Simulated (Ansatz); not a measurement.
Cartesian coordinates (Å):
SMILES: CO[SiH2]
```xyz
8

C     -1.0985    -0.1088     0.0810
O     -0.0054    -0.6307    -0.6437
Si     1.5574    -0.1769    -0.4473
H     -2.0072    -0.5994    -0.2713
H     -1.1999     0.9708    -0.0755
H     -0.9908    -0.2995     1.1545
H      1.7330     1.2795    -0.7404
H      2.0278    -0.4635     0.9436
```
Charge 0, spin multiplicity 2.

Method: frozen-core CCSD(T)/def2-TZVPP // PBE0-D4/def2-TZVP in Ansatz (a first-principles code).

| Quantity | Result |
|---|---|
| HF energy | -404.61762 Ha |
| MP2 correlation energy | -0.51680 Ha |

Question: Estimate the CCSD correlation energy, the (T) correction, the total energy and the T1 diagnostic.

Answer: 
- CCSD correlation energy = -0.54985 Ha
- (T) correction = -0.01917 Ha
- CCSD(T) total energy = -405.18664 Ha
- T1 diagnostic = 0.013
